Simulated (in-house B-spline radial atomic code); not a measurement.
A fraction x of an electron is removed from 4d in Ag3+, starting from [Kr] 4d8 and keeping the highest spin. Level of theory: scalar-relativistic (X2C) B3LYP, spin-polarised, spherical fractional occupations, Fermi nucleus of rms radius 4.5454 fm; calculated with a B-spline radial code for spherical atoms.

Caution: exact exchange at fractional occupations of open shells leaves self-interaction of up to several eV.

```tsv
x	E(x) - E(0) (eV)	4d down level (eV)
0	0.0000	-43.280
0.03	1.3048	-43.710
0.22	9.8699	-46.455
0.37	17.0024	-48.649
0.45	20.9415	-49.829
0.5	23.4515	-50.570
0.57	27.0278	-51.612
0.64	30.6772	-52.658
0.86	42.6263	-55.978
0.92	46.0124	-56.892
1	50.6127	-58.116
```

The exact functional would give a straight line between the two integer points. Deviations E(x) - E(0) - x[E(1) - E(0)], in eV: -0.214 at x = 0.03, -1.265 at x = 0.22, -1.724 at x = 0.37, -1.834 at x = 0.45, -1.855 at x = 0.5, -1.821 at x = 0.57, -1.715 at x = 0.64, -0.901 at x = 0.86, -0.551 at x = 0.92.

The curve lies below the straight line by up to 1.855 eV (at x = 0.5): convex, the delocalisation error, to which spherically averaged exact exchange adds.

Task: How well does Slater's transition state (minus the level at half occupation) give the ionisation energy?

Result: It gives 50.570 eV against 50.613 eV from the two total energies; NIST lists 49.00 eV, ground level to ground level. The end point has an open shell averaged over its orbitals, so its exact exchange keeps a self-interaction and this is no true integer point.
